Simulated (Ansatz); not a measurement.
VO2, SMILES [O]=[V]=[O] (connectivity only; charge and spin as stated), neutral, multiplicity 2.

Coordinates come from a PBE-D3(BJ)/def2-TZVP optimisation. The spin state was assumed, not searched.

Two levels are set side by side: PBE/def2-TZVPD (Ansatz, a first-principles code) and CAM-B3LYP/def2-TZVPD (Ansatz). Energy differences of separate SCF runs at the same geometry; the states with an electron removed or added have multiplicity 1 and 3. Differences are taken from unrounded values.

```csv
quantity,CAM-B3LYP,PBE,PBE minus CAM-B3LYP
vertical ionisation energy (eV),9.27,8.52,-0.75
vertical electron affinity (eV),1.95,1.62,-0.33
```
